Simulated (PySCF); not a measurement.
Atomic charges by several schemes

C5H4BF2 (charge -1).
Cartesian coordinates in Å at the PBE0-D3(BJ)/def2-SVP level; atoms count from 1:
```xyz
12
C5H4BF2 angstrom
F      2.311   -0.005    1.576
C      1.178    0.054    0.798
B      0.614    1.358    0.277
C     -0.632    1.187   -0.558
C     -1.140   -0.087   -0.774
F     -2.271   -0.234   -1.529
C     -0.578   -1.255   -0.268
C      0.585   -1.168    0.519
H      1.128    2.444    0.515
H     -1.190    2.008   -1.025
H     -1.047   -2.217   -0.489
H      1.037   -2.082    0.924
```

Density: PBE0/pcSseg-1 (PySCF); schemes: Mulliken, IAO, Hirshfeld and ESP-fitted. Isolated species at its PBE0-D3(BJ)/def2-SVP geometry, gas phase. The pcSseg-1 basis has no diffuse functions, a weakness for an anion.

Q: Which atoms carry the highest charge in the Mulliken, IAO, Hirshfeld and ESP-fitted schemes?

A: All schemes agree: Mulliken C5 (+0.279); IAO C5 (+0.263); Hirshfeld C5 (+0.034); ESP-fitted C5 (+0.408).

Q: At which atom do the 4 schemes differ most?

A: At B3: from -0.197 (IAO) to +0.219 e (Mulliken), 0.416 e apart.

Q: Give the atomic charges in each scheme.

A: In e:

```
atom             environment  Mulliken     IAO  Hirshfeld  ESP-fitted
  F1           aryl fluorine    -0.363  -0.329     -0.161      -0.258
  C2     aromatic C–F carbon    +0.061  +0.117     -0.055      +0.101
  B3  three-coordinate boron    +0.219  -0.197     -0.091      -0.082
  C4      aromatic CH carbon    -0.439  -0.363     -0.215      -0.551
  C5     aromatic C–F carbon    +0.279  +0.263     +0.034      +0.408
  F6           aryl fluorine    -0.343  -0.325     -0.147      -0.274
  C7      aromatic CH carbon    -0.269  -0.280     -0.147      -0.477
  C8      aromatic CH carbon    -0.140  -0.200     -0.117      -0.213
  H9            B–H hydrogen    -0.144  -0.041     -0.122      -0.111
 H10       aromatic hydrogen    +0.051  +0.115     -0.001      +0.161
 H11       aromatic hydrogen    +0.045  +0.121     +0.009      +0.165
 H12       aromatic hydrogen    +0.044  +0.117     +0.012      +0.131
```

Mean size of the charges over all atoms: ESP-fitted 0.244 e, IAO 0.206 e, Mulliken 0.200 e, Hirshfeld 0.093 e. Each set sums to the total charge, -1, to within 0.001 e. The IAO scheme projects the occupied orbitals on a minimal set of polarised atomic orbitals and counts the electrons in each atom's part of it.

Q: Sum the charges by element, for elements with more than one atom.

A: 
```tsv
element	atoms	Mulliken	IAO	Hirshfeld	ESP-fitted
F	2	-0.706	-0.654	-0.307	-0.532
C	5	-0.508	-0.462	-0.500	-0.732
H	4	-0.005	+0.313	-0.102	+0.346
```

Q: How many electrons does the Hirshfeld scheme count on C2?

A: Z − q = 6 − (-0.055) = 6.055.

Q: How closely do the schemes follow one another over all atoms?

A: Correlation coefficient and root-mean-square difference: Hirshfeld with ESP-fitted 0.95, 0.201 e; IAO with ESP-fitted 0.94, 0.102 e; IAO with Hirshfeld 0.94, 0.142 e; Mulliken with ESP-fitted 0.87, 0.136 e; Mulliken with Hirshfeld 0.86, 0.163 e; Mulliken with IAO 0.82, 0.133 e.
